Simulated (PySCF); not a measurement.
Mass spectrum arithmetic for `CB(C)N=C=S`

Species: `CB(C)N=C=S`.

Calculated for natural abundance.

**Question.** Molar mass and exact mass?

**Answer.** For C3H6BNS, with standard atomic weights, 1 × 10.810 + 3 × 12.011 + 6 × 1.008 + 1 × 14.007 + 1 × 32.060 = 98.958 g/mol. From the most abundant isotopes (11B, 12C, 1H, 14N, 32S), 1 × 11.009305 + 3 × 12.000000 + 6 × 1.007825 + 1 × 14.003074 + 1 × 31.972071 = 99.0314 u.

**Question.** What cluster does the molecular ion M+• show when like nominal masses merge?

**Answer.** 
```tsv
nominal mass	m/z (centroid)	relative intensity
98	98.0345	24.6
99	99.0309	100.0
100	100.0325	5.6
101	101.0268	4.6
102	102.0295	0.2
```

Lines under 0.1 % of the tallest are left out. One electron mass, 0.00055 u, is taken off. Abundances used (%; other tables differ somewhat): 10B 19.9, 11B 80.1; 12C 98.93, 13C 1.07; 1H 99.9885, 2H 0.0115; 14N 99.632, 15N 0.368; 32S 94.93, 33S 0.76, 34S 4.29, 36S 0.02.

**Question.** Which m/z would the protonated, sodiated and deprotonated molecule have?

**Answer.** [M+H]+ 100.0387, [M+Na]+ 122.0206, [M−H]− 98.0241, for the monoisotopic species (arithmetic only; whether such ions form is another matter).

**Question.** Resolve the fine structure: one atom at a time replaced by a minor isotope.

**Answer.** Intensity in % of the monoisotopic species:

```tsv
isotope	mass shift (u)	m/z	intensity (%)
10B	-0.99637	98.0345	24.84
15N	+0.99703	100.0279	0.37
33S	+0.99939	100.0302	0.80
13C	+1.00335	100.0342	3.24
2H	+1.00628	100.0371	0.07
34S	+1.99580	101.0266	4.52
36S	+3.99501	103.0259	0.02
```

Species under 0.02 % are left out.

**Question.** Count the protons, neutrons and electrons of the monoisotopic species, and give its exact less its nominal mass.

**Answer.** 52 protons, 47 neutrons and 52 electrons; 99.0314 − 99 = +0.0314 u.
